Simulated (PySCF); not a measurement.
# Exercise with solution: oscillator strength and radiative lifetime

Sb(Cl)2(OMe) (CH3Cl2OSb), SMILES C[O][Sb]([Cl])[Cl].

Coordinates come from a PBE0-D3(BJ)/def2-SVP optimisation. The structure was generated by enumeration; whether it is a known compound was not checked. The def2 effective core potentials stand for the cores of Sb; spin–orbit coupling is left out. Other conformers were not sampled.

TDA-M06-2X/def2-SVPD in PySCF puts the first singlet state with f over 0.02 at 5.99 eV (vertical), with the transition dipole (0.000, 0.000, -0.683) in atomic units.

### Question
Find the oscillator strength, the wavelength and the radiative lifetime that this transition would have in vacuum if emission retraced absorption.

### Answer

|μ|² = 0.4665 au, so |μ| = 1.74 D. ΔE = 5.99/27.211 = 0.2201 hartree. f = (2/3) ΔE |μ|² = 0.068 (the program prints 0.069).
λ = 1239.84/5.99 = 207 nm; ν = 48313 cm⁻¹.
Einstein's coefficient A = 0.6670 ν² f s⁻¹ (ν in cm⁻¹) = 1.1e8 s⁻¹, so τ = 1/A = 9.4 ns. This state is S1. The figure is the radiative limit of this one transition; relaxation, internal conversion, crossing to triplets and a medium change what is measured.
